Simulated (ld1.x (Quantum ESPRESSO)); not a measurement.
## sulfur: RRKJ pseudisation with PBE, scalar-relativistic reference atom.

sulfur, norm-conserving RRKJ (Kleinman–Bylander form), made with ld1.x (Quantum ESPRESSO) 7.5 (PBE, scalar-relativistic). Core [Ne], reference 3s2 3p3 (charge +1). Waves: 3p (bound): rc 1.10 bohr; 3s (bound): rc 1.10 bohr. Local part: the s channel. Core correction: none.

(1) Estimate the cutoffs (Ry, on a coarse ladder) from which the occupation-weighted sum of valence levels, in a spherical-Bessel basis at the reference potential, stays within 10 and 1 mRy of its value at 400 Ry.

(2) Does the potential have ghost states?

(3) Tests: 3s2 3p4; 3s2 3p2; 3s2 3p1; 3s1 3p5; 3s2 3p3.5; 3s2 3p4.3; 3s2 3p0. Which has the largest error in its energy relative to the reference configuration, and how large is it?

Answers

(1) 100 Ry and 160 Ry.

(2) No extra level below or beside the all-electron valence levels (p, s, d, f tested).

(3) 3s2 3p0, with +129 meV (all-electron minus pseudo) on +103.12 eV.
